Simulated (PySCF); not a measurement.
C3H11FSi2, SMILES CC(C)[SiH2][SiH2]F.

Coordinates come from a B3LYP-D3(BJ)/def2-SVP optimisation. The structure was generated by enumeration, and PubChem lists no compound with its InChIKey, so it may never have been made. The values are those of a single conformer.

Computed with PySCF with M06-2X/def2-TZVP.

Isolated molecule, no solvent.

Computed frontier levels, gap, dipole moment:
```json
{
 "highest_occupied_level": "-8.91 eV",
 "lowest_empty_level": "0.13 eV",
 "orbital_gap": "9.04 eV",
 "dipole_moment": "1.45 D",
 "quadrupole, principal values (traceless, Buckingham form, about the centre of nuclear charge)": "-5.08, 0.68, 4.41 D·Å"
}
```
